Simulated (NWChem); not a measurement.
System: 1,1-difluoroethane (C$_{2}$H$_{4}$F$_{2}$); SMILES CC(F)F

NWChem input:

```
start job
memory heap 200 mb stack 900 mb global 1100 mb
geometry units angstroms noautosym nocenter noautoz
  C     -0.113080     1.366535     0.000000
  C      0.350818    -0.060260     0.000000
  F     -0.122764    -0.705529    -1.092215
  F     -0.122764    -0.705529     1.092215
  H     -1.212214     1.387995     0.000000
  H      0.256316     1.886308    -0.894476
  H      0.256316     1.886308     0.894476
  H      1.451454    -0.162517     0.000000
end
basis spherical
  * library 6-311g**
end
dft
  xc b3lyp
  iterations 150
end
property
  shielding 6 1 2 3 5 6 8
  efieldgrad
end
task dft property
```

Geometry: optimised at PBE0/def2-SVP.

GIAO values for the isolated, static molecule; σ is the absolute isotropic shielding, δ = σ(reference) − σ with the isolated reference molecule computed at the same levels (13C: tetramethylsilane, 19F: trichlorofluoromethane, 1H: tetramethylsilane).

Atoms are numbered as in the input.

**Question.** Give the results of this calculation. (B3LYP/6-311G** (spherical d), GIAO.) Quantities: δ C1 (ppm); δ C2 (ppm); δ F3 (ppm); δ H5 (rotor mean) (ppm); δ H8 (ppm).

**Answer.** 
```json
{
 "δ C1 (ppm)": "22.7",
 "δ C2 (ppm)": "117.3",
 "δ F3 (ppm)": "-135.3",
 "δ H5 (rotor mean) (ppm)": "1.32",
 "δ H8 (ppm)": "5.93"
}
```
